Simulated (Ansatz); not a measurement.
Basis-set series for C2H8GeSi, SMILES `[SiH3][CH]1[CH2][GeH2]1`. Charge 0, multiplicity 1. Geometry: relaxed with PBE0-D4/def2-TZVP.

```tsv
functional	basis	functions	energy (Eh)	HOMO (eV)	LUMO (eV)
PBE0-D4	def2-SVP	118	-2446.57904	-6.58	0.39
PBE0-D4	def2-TZVPP	264	-2447.02943	-6.59	0.16
ωB97M-V	def2-SVP	118	-2446.85541	-8.65	2.25
ωB97M-V	def2-TZVPP	264	-2447.31159	-8.67	1.87
```

Give the rows for def2-QZVPP. (Estimate.)

Ansatz gave: 
```json
{"functional": "PBE0-D4", "basis": "def2-QZVPP", "functions": "513", "energy (Eh)": "-2447.08894", "HOMO (eV)": "-6.60", "LUMO (eV)": "-0.04"}
{"functional": "ωB97M-V", "basis": "def2-QZVPP", "functions": "513", "energy (Eh)": "-2447.36901", "HOMO (eV)": "-8.68", "LUMO (eV)": "1.41"}
```

Positive LUMOs are unbound and depend on the basis. Scalar relativity is left out up to krypton.
